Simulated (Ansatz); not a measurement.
`[F][GeH2][GaH2]` + `[OH][SbH2]` → `[GaH2][O][SbH2]` + `[F][GeH3]` at 500 K and 1 bar (cleavage of the Ga–Ge bond).

Program: Ansatz. Geometries: PBE0-D4/def2-TZVP. ΔE: electronic, gas phase. CBS: MP2 limit from def2 TZ/QZ plus the TZ coupled-cluster correction, frozen cores. def2 core potentials past Kr. For Ga, Ge, Sb outer-core shells are correlated without core-valence functions, which leaves a few kJ/mol of doubt a bond. Scalar relativity is left out up to krypton.

```
          species  CCSD(T)/CBS energy (Eh)  H − E (kJ/mol)  S (J/(mol·K))
`[F][GeH2][GaH2]`              -4102.26260           120.9          390.2
     `[OH][SbH2]`               -316.98030            96.1          310.6
`[GaH2][O][SbH2]`              -2241.53579           119.2          400.4
      `[F][GeH3]`              -2177.72589            90.4          283.2
```

H − E and S are ideal-gas, rigid-rotor, harmonic terms from PBE0-D4/def2-TZVP, for one conformer and one mirror image of each species. 1 Eh = 2625.50 kJ/mol, R = 8.31446 J/(mol·K).

Question: By hand: ΔE, ΔH, ΔS and ΔG.

Answer: ΔE = (-2241.53579) + (-2177.72589) − (-4102.26260) − (-316.98030) = -0.01878 Eh = -49.3 kJ/mol. Δ(H − E) = 119.2 + 90.4 − 120.9 − 96.1 = -7.4, so ΔH = -56.7 kJ/mol. ΔS = 400.4 + 283.2 − 390.2 − 310.6 = -17.2 J/(mol·K). ΔG = -56.7 − 500 × (-17.2)/1000 = -48.1 kJ/mol.

Question: By hand: the equilibrium constant, and the temperature at which ΔG would vanish if ΔH and ΔS stayed fixed.

Answer: log₁₀ K = −ΔG/(RT ln 10) = 5.0. ΔG = 0 at ΔH/ΔS = 3297 K, far beyond where these terms or the molecules hold.

ΔH outweighs TΔS. A doubt of 5 kJ/mol in ΔE shifts log₁₀ K by 0.5 here. Other conformers and mirror images would add mixing entropy, several J/(mol·K) or more a flexible species. Modes under 60 cm⁻¹, often nearly free rotors, make the harmonic entropy too high. These are equilibria of isolated gas molecules and say nothing of rates. Largest T1 diagnostic: 0.016 (customary marks: 0.02 for closed shells, 0.045 for open ones).
